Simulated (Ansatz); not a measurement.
Molecule: CdTe (charge 0, singlet). SMILES: [Cd]=[Te]
Geometry: optimised at B3LYP-D3(BJ)/def2-TZVP (Ansatz, a quantum-chemistry and plane-wave program).

Quantity: atomisation energy (electronic, to ground-state atoms), in kJ/mol. Cores are frozen in the correlated levels unless marked. UHF or UKS for open shells. No spin-orbit coupling. Frozen are the shells of the preceding noble gas and the d and f shells that filled before the atom's block. In def2 rows, elements after Kr have scalar-relativistic effective core potentials. The coupled-cluster limit lacks core correlation, which all-electron functionals hold. CBS marks a two-point X^-3 extrapolation of the correlation energy; Hartree-Fock from the larger set.

The Hartree-Fock reference is unstable (checked in the largest basis), which strains HF and MP2. 

```csv
level,program,atomisation energy (kJ/mol)
BLYP-D3(BJ)/def2-TZVPD,Ansatz + dftd3,62.5
BLYP-D4/def2-TZVPD,Ansatz + dftd4,60.8
revPBE-D4/def2-TZVPD,Ansatz + dftd4,[?]
r2SCAN-D4/def2-TZVPD,Ansatz + dftd4,[?]
HSE06-D3(BJ)/def2-TZVPD,Ansatz + dftd3,[?]
LC-wPBE-D3(BJ)/def2-TZVPD,Ansatz + dftd3,46.8
RPA@PBE/def2-QZVPP,Ansatz,45.5
SCS-MP2/def2-SVPD,Ansatz,29.7
"CCSD(T)/CBS(def2-TZVPPD,def2-QZVPPD)",Ansatz,65.0
```

### Question
What belongs in the gaps?

### Answer

- revPBE-D4/def2-TZVPD, atomisation energy (kJ/mol): 61.9
- r2SCAN-D4/def2-TZVPD, atomisation energy (kJ/mol): 63.9
- HSE06-D3(BJ)/def2-TZVPD, atomisation energy (kJ/mol): 66.6
